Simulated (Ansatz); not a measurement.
Relaxation of AlF3H2 (6 atoms, charge 0, multiplicity 1), to a largest force component of 0.03 eV/Å in at most 50 steps.

Theory: Ansatz 0.2.0, RKS PBE-D4/cc-pVDZ.

```xyz
6
Properties=species:S:1:pos:R:3:forces:R:3
Al -0.027 0.227 -0.066 0.03 -0.43 -0.08
H -0.041 0.226 1.504 0.00 0.09 0.29
F 1.449 0.260 -0.897 0.00 0.01 -0.01
F -1.486 0.345 -0.919 0.00 0.00 -0.01
F 0.119 -2.346 1.205 -0.03 0.02 -0.54
H 0.115 -1.610 1.784 0.00 0.31 0.35
```

**Question.** Where does it end, and by what steps?

**Answer.** It converged. After 12 steps the energy has fallen by 0.444 eV; F5 moved furthest, 0.65 Å. Joined: Al1–F5 (2.87 → 2.08 Å).

| step | energy less start (eV) | largest force component (eV/Å) | accepted |
| --- | --- | --- | --- |
| 0 | 0.0000 | 0.542 | yes |
| 1 | -0.1266 | 0.862 | yes |
| 2 | -0.2773 | 1.253 | yes |
| 3 | -0.3811 | 0.708 | yes |
| 4 | -0.4091 | 0.134 | yes |
| 5 | -0.4167 | 0.214 | yes |
| 6 | -0.4230 | 0.155 | yes |
| 7 | -0.4317 | 0.286 | yes |
| 8 | -0.4376 | 0.102 | yes |
| 9 | -0.4409 | 0.264 | yes |
| 10 | -0.4355 | 0.259 | no |
| 11 | -0.4432 | 0.194 | yes |
| 12 | -0.4440 | 0.006 | yes |

```xyz
6
Properties=species:S:1:pos:R:3
Al 0.009 0.082 0.104
H 0.009 0.637 1.600
F 1.464 0.083 -0.780
F -1.458 0.026 -0.760
F 0.051 -1.891 0.750
H 0.052 -1.836 1.698
```

Whether the end is a true minimum wasn't checked by a vibrational analysis.

Time of the run: 23 s on 1 thread of Arm Neoverse V1, with other jobs on the host, peak memory 0.12 GiB.
